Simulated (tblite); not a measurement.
Species: C₇H₉BF₃N.
Atom-mapped SMILES: `[F:1][C:2]([F:3])([F:4])[CH2:5][BH2-:6][n+:7]1[cH:8][cH:9][cH:10][cH:11][cH:12]1` (hydrogens: H13, H14 on C5; H15, H16 on B6; H17 on C8; H18 on C9; H19 on C10; H20 on C11; H21 on C12)
Bond orders are those of one Lewis drawing.

Computed with GFN2-xTB (tblite), gas phase: L-BFGS steps from a force-field or distance-geometry start until the largest atomic force falls under 0.01 eV/Å.

Step 65: E = -1032.8784 eV
```
atom  x, y, z in Å  |  force x, y, z in eV/Å
F1     -3.5582    0.2437   -1.6445   -0.008  -0.049  -0.039
C2     -2.7740    0.6505   -0.6139   -0.027   0.021   0.031
F3     -2.0309    1.6544   -1.1288    0.062  -0.014   0.028
F4     -3.6140    1.2169    0.2638   -0.036   0.060   0.004
C5     -1.9562   -0.4575   -0.0239   -0.088   0.032  -0.032
B6     -0.9928    0.0893    1.2118    0.069   0.064   0.044
N7      0.4843   -0.0123    0.6893   -0.061  -0.062  -0.034
C8      1.0150   -1.2211    0.5157    0.002   0.018  -0.003
C9      2.2752   -1.4003   -0.0150    0.005  -0.050   0.010
C10     3.0177   -0.2868   -0.3801    0.035  -0.030   0.011
C11     2.4670    0.9672   -0.1706   -0.006  -0.009  -0.002
C12     1.1933    1.0622    0.3661    0.013   0.003  -0.022
H13    -2.6692   -1.2004    0.3346    0.021   0.006  -0.039
H14    -1.3988   -0.8954   -0.8549    0.032  -0.042   0.064
H15    -1.2084    1.2281    1.4732   -0.001  -0.039   0.022
H16    -1.0632   -0.6294    2.1564   -0.016  -0.012   0.010
H17     0.4004   -2.0589    0.8128    0.014   0.056  -0.016
H18     2.6734   -2.3939   -0.1376   -0.009  -0.040  -0.022
H19     3.9994   -0.4113   -0.8135   -0.026   0.088   0.035
H20     3.0191    1.8564   -0.4242   -0.030   0.064  -0.009
H21     0.7120    2.0153    0.5373    0.053  -0.064  -0.039
```

Step 66: E = -1032.8804 eV
```
atom  x, y, z in Å  |  force x, y, z in eV/Å
F1     -3.5374    0.2667   -1.6592    0.000  -0.034  -0.015
C2     -2.7643    0.6618   -0.6148   -0.023   0.027   0.022
F3     -2.0142    1.6710   -1.1109    0.054  -0.041   0.033
F4     -3.6119    1.2214    0.2602   -0.035   0.047  -0.010
C5     -1.9553   -0.4545   -0.0276   -0.076   0.029  -0.028
B6     -0.9949    0.0781    1.2178    0.058   0.057   0.046
N7      0.4839   -0.0189    0.6983   -0.047  -0.046  -0.058
C8      1.0210   -1.2256    0.5332    0.038   0.015  -0.011
C9      2.2799   -1.4013   -0.0035    0.002  -0.011  -0.012
C10     3.0115   -0.2856   -0.3869    0.026  -0.028   0.032
C11     2.4544    0.9675   -0.1864    0.001  -0.004  -0.013
C12     1.1843    1.0573    0.3590   -0.004  -0.014  -0.006
H13    -2.6727   -1.1980    0.3217    0.017   0.026  -0.034
H14    -1.3963   -0.8918   -0.8577    0.042  -0.033   0.055
H15    -1.2108    1.2137    1.4909   -0.002  -0.029   0.020
H16    -1.0711   -0.6506    2.1540   -0.012  -0.015   0.011
H17     0.4142   -2.0645    0.8431    0.016   0.056  -0.022
H18     2.6840   -2.3929   -0.1230   -0.009  -0.038  -0.010
H19     3.9920   -0.4055   -0.8239   -0.026   0.073   0.026
H20     2.9964    1.8605   -0.4562   -0.055   0.002   0.012
H21     0.6984    2.0079    0.5260    0.035  -0.038  -0.040
```

Problem. Estimate the geometry and energy of step 67. (The exact step hangs on the optimiser's Hessian estimate; all steps are aligned on step 66, rigid shifts and turns removed.)

Solution. E = -1032.8834 eV, largest force 0.131 eV/Å
```
atom  x, y, z in Å  |  force x, y, z in eV/Å
F1     -3.4868    0.3196   -1.6948    0.014   0.015   0.039
C2     -2.7440    0.6904   -0.6178   -0.007   0.026  -0.004
F3     -1.9756    1.7093   -1.0682    0.020  -0.088   0.036
F4     -3.6132    1.2354    0.2462   -0.011   0.011  -0.048
C5     -1.9563   -0.4435   -0.0363    0.013   0.007   0.027
B6     -0.9983    0.0521    1.2334   -0.028   0.012   0.065
N7      0.4821   -0.0331    0.7156   -0.005  -0.041  -0.078
C8      1.0378   -1.2348    0.5750    0.056   0.008  -0.011
C9      2.2926   -1.4028    0.0251    0.068   0.049  -0.101
C10     2.9974   -0.2831   -0.4057    0.010  -0.060   0.083
C11     2.4251    0.9669   -0.2261   -0.040  -0.067  -0.002
C12     1.1632    1.0442    0.3391   -0.036  -0.039   0.027
H13    -2.6817   -1.1905    0.2880   -0.009   0.067   0.002
H14    -1.3890   -0.8812   -0.8604    0.050   0.010   0.022
H15    -1.2200    1.1775    1.5446    0.021  -0.041  -0.012
H16    -1.0876   -0.7090    2.1453    0.010   0.017  -0.027
H17     0.4492   -2.0744    0.9181    0.032   0.061  -0.042
H18     2.7110   -2.3924   -0.0809   -0.027   0.038   0.015
H19     3.9740   -0.3890   -0.8558   -0.043   0.015   0.026
H20     2.9416    1.8662   -0.5276   -0.055  -0.056   0.024
H21     0.6695    1.9888    0.4972   -0.035   0.057  -0.040
```

The energy changes by -0.0030 eV. The first-order estimate −F·Δx gives -0.0064 eV and the mean of the old and new forces, exact on a quadratic surface, -0.0027 eV. The step makes an angle of 84° with the force vector and moves no atom by more than 0.090 Å.

The cost below is that of the whole relaxation. Time: 1.7 s. Hardware: one thread, Arm Neoverse V1 (aarch64), shared host.
